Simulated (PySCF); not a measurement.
## Correlation energy of Ar(3+) (argon, charge +3)

[Ne] 3s2 3p3, high-spin 4S determinant. All numbers are calculated (PySCF 2.14, scalar relativity by spin-free X2C-1e, in x2c-TZVPPall with one added diffuse shell each of s, p, d type (6s6p4d1f, 51 functions)). Frozen: 1s2; 13 electrons correlated.

| level | correlation energy (mhartree) |
| --- | --- |
| CCSD | -287.04 |
| (T) | -4.39 |
| CCSD(T) | -291.43 |

Diagnostics: T1 = 0.0021, D1 = 0.0083, largest double amplitude 0.056.

Cost of the coupled-cluster step: of the order of 10 core-seconds, for 13 correlated electrons.

Iterations:

```
CC2 = 0
CCSD nocc = (np.int64(8), np.int64(5)), nmo = (50, 50)
frozen orbitals [[0], [0]]
max_cycle = 100
direct = 0
conv_tol = 1e-08
conv_tol_normt = 1e-06
diis_space = 8
diis_start_cycle = 0
Init t2, MP2 energy = -0.268465086136859
Init E_corr(UCCSD) = -0.268465086138484
cycle = 1  E_corr(UCCSD) = -0.282676703599237  dE = -0.0142116175  norm(t1,t2) = 0.032058
cycle = 2  E_corr(UCCSD) = -0.28588831719347  dE = -0.00321161359  norm(t1,t2) = 0.00925232
cycle = 3  E_corr(UCCSD) = -0.287066259190752  dE = -0.001177942  norm(t1,t2) = 0.00317091
cycle = 4  E_corr(UCCSD) = -0.287045129868659  dE = 2.11293221e-05  norm(t1,t2) = 0.000347223
cycle = 5  E_corr(UCCSD) = -0.28704310340034  dE = 2.02646832e-06  norm(t1,t2) = 2.17397e-05
cycle = 6  E_corr(UCCSD) = -0.28704360568332  dE = -5.0228298e-07  norm(t1,t2) = 2.2768e-06
cycle = 7  E_corr(UCCSD) = -0.287043585803168  dE = 1.98801518e-08  norm(t1,t2) = 3.56101e-07
cycle = 8  E_corr(UCCSD) = -0.287043585467922  dE = 3.35246164e-10  norm(t1,t2) = 4.98367e-08
UCCSD converged
E(UCCSD) = -525.9513892146326  E_corr = -0.2870435854679222
UCCSD(T) correction = -0.0043893529603716
```

This basis was not built for core-valence correlation, so the inner-shell part is incomplete.
